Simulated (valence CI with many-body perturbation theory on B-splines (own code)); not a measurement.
The numbers below are computed, except where a source is named.
Energy levels of Rh³⁸⁺

Method: valence CI with perturbative core correlation (CI+MBPT): five valence electrons over a frozen Dirac-Fock core [He], radial functions for each j: 11 s, 11 p, 10 d, 8 f, 5 g, 2 h, with the one-electron correlation potential Σ1 (screened to all orders), the two-electron term Σ2, the three-electron term Σ3, Breit, model QED; selected single and double excitations, second order for the rest, scaled by the run's own slope (own B-spline code, finite nucleus).

No measured spectrum was set against this ion. As an estimate, large intervals hold to a few tenths of a per cent, small ones and those within an open d or f shell to about a per cent. Among the levels kept, up to 11000 cm⁻¹ of a level comes from second order outside the variational space, and about a tenth of that is noise between levels of different J, which matters for small intervals.

Levels 181 to 203 of 203, with energies above the lowest level, (2s^2 2p1/2^2 2p3/2) J=3/2. "Leading %" is the weight of the configuration and term that name the level; weights of strongly mixed levels are sums over their largest components and can fall short, so below about 35 % the name and the second component can differ from the true leading terms, or belong to a minority configuration. In the jj column 3d3/2^4 stands for four electrons in 3d with j = 3/2.

```
No.  Configuration  Term    J  E (Ry)  Leading %      g    Second component                     Leading jj
181      2s.2p3.3d   2P°  3/2  276.20         17  1.194  17 % 2s.2p3.3s 2P°  2s 2p1/2 2p3/2^2 3d5/2 (43 %)
182      2s.2p3.3s   2P°  1/2  276.27         28  0.921  18 % 2s.2p3.3s 2S°           2s 2p3/2^3 3s (60 %)
183      2s.2p3.3d   2P°  1/2  276.34         31  1.005  19 % 2s.2p3.3d 4D°  2s 2p1/2 2p3/2^2 3d3/2 (84 %)
184      2s.2p3.3d   2F°  7/2  276.36         40  1.213  25 % 2s.2p3.3d 4D°  2s 2p1/2 2p3/2^2 3d5/2 (89 %)
185         2p4.3s    2P  3/2  276.43         53  1.230      27 % 2p4.3s 2D      2p1/2^2 2p3/2^2 3s (93 %)
186      2s.2p3.3s   2P°  3/2  276.45         16  1.221  14 % 2s.2p3.3d 2P°           2s 2p3/2^3 3s (34 %)
187      2s.2p3.3d   2D°  5/2  276.60         42  1.106  27 % 2s.2p3.3d 2F°  2s 2p1/2 2p3/2^2 3d5/2 (91 %)
188      2s.2p3.3d   2S°  1/2  276.82         34  1.336  13 % 2s.2p3.3s 2P°  2s 2p1/2 2p3/2^2 3d5/2 (59 %)
189      2s.2p3.3d   2D°  3/2  276.83         46  1.099  21 % 2s.2p3.3d 2P°  2s 2p1/2 2p3/2^2 3d5/2 (91 %)
190      2s.2p3.3d   2P°  3/2  277.35         34  1.224  17 % 2s.2p3.3d 2D°  2s 2p1/2 2p3/2^2 3d5/2 (68 %)
191      2s.2p3.3p    4P  3/2  277.44         32  1.532   17 % 2s.2p3.3p 2P        2s 2p3/2^3 3p1/2 (91 %)
192      2s.2p3.3d   2D°  5/2  277.51         41  1.069  22 % 2s.2p3.3d 2F°  2s 2p1/2 2p3/2^2 3d5/2 (81 %)
193      2s.2p3.3p    2D  5/2  277.67         42  1.212   17 % 2s.2p3.3p 2F        2s 2p3/2^3 3p1/2 (92 %)
194         2p4.3s    2S  1/2  278.63         53  2.028      31 % 2p4.3s 4P      2p1/2^2 2p3/2^2 3s (94 %)
195         2p4.3p   4P°  3/2  279.52         35  1.502     17 % 2p4.3p 4S°   2p1/2^2 2p3/2^2 3p1/2 (95 %)
196         2p4.3p   2D°  5/2  279.69         32  1.231     28 % 2p4.3p 4D°   2p1/2^2 2p3/2^2 3p1/2 (94 %)
197      2s.2p3.3p    4D  7/2  279.80         51  1.341   27 % 2s.2p3.3p 2F        2s 2p3/2^3 3p3/2 (93 %)
198      2s.2p3.3p    2P  3/2  280.06         41  1.324   15 % 2s.2p3.3p 2D        2s 2p3/2^3 3p3/2 (90 %)
199      2s.2p3.3p    2D  5/2  280.29         40  1.349   29 % 2s.2p3.3p 4P        2s 2p3/2^3 3p3/2 (92 %)
200      2s.2p3.3p    2P  1/2  280.60         40  1.582   22 % 2s.2p3.3p 2S        2s 2p3/2^3 3p1/2 (68 %)
201      2s.2p3.3p    2D  3/2  280.90         44  1.053   25 % 2s.2p3.3p 2P        2s 2p3/2^3 3p1/2 (94 %)
202      2s.2p3.3p    2P  1/2  281.16         50  1.129   20 % 2s.2p3.3p 4P        2s 2p3/2^3 3p3/2 (68 %)
203         2p4.3p   2P°  1/2  281.94         71  0.835     12 % 2p4.3p 4P°   2p1/2^2 2p3/2^2 3p1/2 (72 %)
```

Where two levels of one J and parity lie close, their mixing, g and order are uncertain.
